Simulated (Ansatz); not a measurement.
Relaxation of BClFH$_{2}$N (6 atoms, charge 0, multiplicity 1), to a largest force component of 0.02 eV/Å in at most 40 steps.

All numbers below come from RKS PBE/def2-SVP (Ansatz 0.2.0).

```xyz
6
Properties=species:S:1:pos:R:3
B 0.000 0.000 0.000
F 0.000 0.000 1.320
Cl 1.611 0.000 -0.930
N -1.342 0.000 -0.775
H -2.011 -0.816 -0.676
H -1.591 0.816 -1.404
```

Task: Where does it end, and by what steps?

Result: It converged. After 6 steps the energy has fallen by 1.115 eV; H5 moved furthest, 0.68 Å.

```
step  energy less start (eV)  largest force component (eV/Å)  accepted
   0                  0.0000                           2.754       yes
   1                 -0.5665                           1.297       yes
   2                 -0.8714                           0.855       yes
   3                 -1.0711                           0.435       yes
   4                 -1.1135                           0.129       yes
   5                 -1.1145                           0.052       yes
   6                 -1.1147                           0.007       yes
```

```xyz
6
Properties=species:S:1:pos:R:3
B -0.048 -0.038 -0.059
F 0.000 -0.435 1.221
Cl 1.473 0.433 -0.856
N -1.267 0.004 -0.748
H -2.146 -0.263 -0.304
H -1.345 0.299 -1.719
```

Whether the end is a true minimum wasn't checked by a vibrational analysis.

Time of the run: 18 s on 1 thread of AMD EPYC 7R43 64-Core Processor (Zen 3), with other jobs on the host, peak memory 0.17 GiB.
